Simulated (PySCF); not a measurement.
Run record: excited-state job, `N#C[Si]([SiH3])(C#N)[Se][SiH3]`.

Computed with TDDFT CAM-B3LYP/def2-SVPD, vertical, gas phase, core orbitals frozen in the response (PySCF 2.14.0, density-fitted response routines). Geometry: GFN2-xTB. The command runs a driver script over a list of jobs; the input below is this job's line of settings and its coordinates in Å.

Command:
```bash
OMP_NUM_THREADS=1 python probes_run.py task.json out
```

Input:
```
{"job": {"kind": "uv", "xc": "CAM-B3LYP", "basis": "def2-SVPD", "nstates": 8, "ntriplets": 3}, "charge": 0, "multiplicity": 1}
N      0.091868    -1.993923    -2.210678
C      0.313913    -1.216465    -1.399218
Si     0.666471     0.000719    -0.013842
Si     2.768134    -0.154627     0.997997
C      0.315646     1.576610    -0.972135
N      0.094740     2.560817    -1.514995
Se    -1.089562    -0.228457     1.489606
Si    -2.951271    -0.022401     0.163614
H      3.772997     0.005229    -0.051358
H      2.911742     0.907050     1.991298
H      2.911081    -1.464650     1.628761
H     -4.027264    -0.172919     1.129566
H     -2.889941     1.299387    -0.443774
H     -2.889231    -1.096844    -0.817009
```

Q: Estimate the output.

A: 
```
coarse grid: 62000 points
cycle   1  E = -3458.5947088658  dE = -3.066e-01  |g| = 6.498e-01  |ddm| = 4.939e+00
cycle   2  E = -3458.3786442485  dE =  2.161e-01  |g| = 1.212e+00  |ddm| = 2.220e+00
cycle   3  E = -3458.7174281888  dE = -3.388e-01  |g| = 9.224e-02  |ddm| = 1.293e+00
cycle   4  E = -3458.7197098482  dE = -2.282e-03  |g| = 3.557e-02  |ddm| = 2.310e-01
cycle   5  E = -3458.7200447164  dE = -3.349e-04  |g| = 1.253e-02  |ddm| = 7.690e-02
cycle   6  E = -3458.7200728325  dE = -2.812e-05  |g| = 1.705e-03  |ddm| = 1.978e-02
cycle   7  E = -3458.7200737571  dE = -9.246e-07  |g| = 4.477e-04  |ddm| = 4.644e-03
final grid: 125488 points
cycle   8  E = -3458.7200374195  dE = -9.080e-08  |g| = 3.624e-04  |ddm| = 3.611e-03
cycle   9  E = -3458.7200374187  dE =  7.540e-10  |g| = 4.192e-04  |ddm| = 1.052e-03
cycle  10  E = -3458.7200374493  dE = -3.057e-08  |g| = 1.096e-04  |ddm| = 4.683e-04
cycle  11  E = -3458.7200374521  dE = -2.778e-09  |g| = 2.298e-05  |ddm| = 1.272e-04
cycle  12  E = -3458.7200374523  dE = -2.128e-10  |g| = 9.462e-06  |ddm| = 6.210e-05
converged SCF energy = -3458.7200374523

Static polarisability (au): isotropic 140.122, principal 124.230 131.160 164.977

Singlet excitations
state   eV       nm        f      main configurations
  1   4.6407    267.2   0.00996   H->L 0.94
  2   5.5334    224.1   0.00204   H->L+3 0.86
  3   5.6182    220.7   0.00003   H->L+1 0.86
  4   5.6359    220.0   0.01832   H->L+2 0.89
  5   6.2480    198.4   0.05137   H-1->L 0.75, H-2->L 0.15
  6   6.5437    189.5   0.15117   H-2->L 0.64, H-1->L 0.08
  7   6.5969    187.9   0.01782   H->L+4 0.80
  8   6.7226    184.4   0.00866   H-1->L+2 0.47, H-2->L+2 0.14, H-3->L 0.09

Triplet excitations (Tamm-Dancoff, eV): 4.2428 5.2436 5.3264
```

The SCF starts on a coarse grid where the log names one; the energy can jump when the final grid takes over, and dE then counts from the start density on the new grid. H and L stand for HOMO and LUMO; the number after each pair is its weight.

Q: Give the mean polarisability as a volume in Å³, and the ratio of the largest to the smallest principal value.

A: 140.122 au × 0.148185 = 20.76 Å³; 164.977/124.230 = 1.33.

Summary of the converged run: HOMO -8.82 eV, LUMO -0.99 eV; lowest singlet 4.64 eV; lowest triplet 4.24 eV (Tamm–Dancoff); mean polarisability 140.1 au.

 GFN2-xTB frequencies show an imaginary mode (26i cm⁻¹), so this geometry is no minimum at that level. The CAM-B3LYP/def2-SVPD calculation is non-relativistic and has no spin–orbit coupling, an omission that weighs most on selenium.

Q: How long does this job take on one thread, Arm Neoverse V2 (aarch64), shared host with 32 logical CPUs at a one-minute load of 24? And the peak memory of the process?

A: About 98 s (density and orbital grids were written too), with 1.2 GiB resident at the peak, the Python interpreter and its libraries included.

One conformer stands for the species.
Labels such as C1 count atoms from 1, the log's own numbers from 0.
